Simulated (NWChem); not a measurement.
System: C$_{4}$H$_{4}$F$_{2}$; SMILES C1(F)(C=CC1)F

The following NWChem deck was run.

```
start job
memory heap 200 mb stack 900 mb global 1100 mb
geometry units angstroms noautoz
  F     -0.034487    -1.194832     1.093196
  C     -0.028293    -0.376923     0.000000
  F     -0.034487    -1.194832    -1.093196
  C     -1.048889     0.735381     0.000000
  C     -0.099870     1.681733     0.000000
  C      1.081990     0.716420     0.000000
  H     -2.133394     0.732090     0.000000
  H     -0.135704     2.766659     0.000000
  H      1.710332     0.718187    -0.896963
  H      1.710332     0.718187     0.896963
end
basis spherical
  * library def2-tzvp
end
dft
  xc pbe0
  iterations 150
  semidirect filesize 400000000
  mulliken
end
task dft energy
```

All runs use the structure optimised with B3LYP/6-31G* (spherical d).

Task: Predict the main results of this run. (PBE0/def2-TZVP.) Quantities: energy (Ha); highest occupied level (eV); orbital gap (eV); dipole (D).

Result: 
```
Property                      Result
---------------------------  -------
energy (Ha)                  -354.23
highest occupied level (eV)    -8.18
orbital gap (eV)                7.61
dipole (D)                      2.59
```
